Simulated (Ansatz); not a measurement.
Reaction (redistribution): `[SiH3][O][SnH3]` + `O=C=[N][Al]([F])[Cl]` → `[SiH3][O][SnH2][Cl]` + `O=C=[N][AlH][F]`

Computed with Ansatz on PBE0-D4/def2-TZVP structures; ΔE is electronic, products minus reactants. CBS: MP2 limit from def2 TZ/QZ plus the TZ coupled-cluster correction, frozen cores. This one scheme is used for every species. DFT in def2-TZVPP. Elements past krypton have def2 core potentials. For Sn outer-core shells are correlated without core-valence functions, which leaves a few kJ/mol of doubt a bond. One conformer a species, not always the lowest.

`[SiH3][O][SnH3]`:

```xyz
9

Si   -0.478    0.939   -1.249
O    -0.022   -0.458   -0.552
Sn    0.501   -1.050    1.245
H    -1.716    1.484   -0.620
H    -0.742    0.695   -2.691
H     0.582    1.982   -1.124
H     0.808   -2.710    1.049
H    -0.821   -0.727    2.271
H     1.887   -0.155    1.671
```

`O=C=[N][Al]([F])[Cl]`:

```xyz
6

O     1.793   -1.888    1.374
C     1.045   -1.152    0.874
N     0.269   -0.395    0.366
Al   -0.750    0.729   -0.487
F    -2.225    1.083    0.117
Cl   -0.133    1.622   -2.243
```

`[SiH3][O][SnH2][Cl]`:

Cartesian coordinates in Å:
```
Si 0.772 0.487 1.357
O 0.775 0.025 -0.213
Sn -0.551 -0.479 -1.542
Cl -2.521 -0.829 -0.361
H 0.364 -0.632 2.249
H 2.152 0.911 1.707
H -0.159 1.628 1.580
H -0.050 -1.957 -2.202
H -0.782 0.846 -2.574
```

`O=C=[N][AlH][F]`:

Cartesian coordinates in Å:
```
O 2.333 -0.274 -1.718
C 1.391 -0.168 -1.043
N 0.419 -0.061 -0.354
Al -0.983 0.106 0.688
F -0.724 0.539 2.249
H -2.437 -0.142 0.177
```

(1) Is it downhill or uphill in electronic energy at CCSD(T)/CBS, and by how much? (Best estimate.)

(2) What do these levels give: LDA (SPW92), ωB97X-V, r2SCANh, CCSD/def2-SVP, CCSD(T)/def2-SVP, MP2/def2-TZVPP? (Best estimate.)

Largest T1 diagnostic among the species: 0.016.

Answers

(1) Ansatz gave: Uphill: ΔE = +51.5 kJ/mol.

(2) Ansatz gave: LDA (SPW92) 55.9, ωB97X-V 52.4, r2SCANh 57.8, CCSD/def2-SVP 60.5, CCSD(T)/def2-SVP 60.1, MP2/def2-TZVPP 57.8 kJ/mol.

From PBE to PBE0 (25 % exact exchange), in def2-TZVPP and without D4, ΔE moves by +3.5 kJ/mol. At CCSD(T), def2-SVP lies +8.6 kJ/mol from the extrapolated value and def2-TZVPP +7.0 kJ/mol. In def2-TZVPP, CCSD(T) changes the Hartree–Fock value by +4.0 kJ/mol (the triples alone add −0.8 kJ/mol) and MP2 by +3.3 kJ/mol.
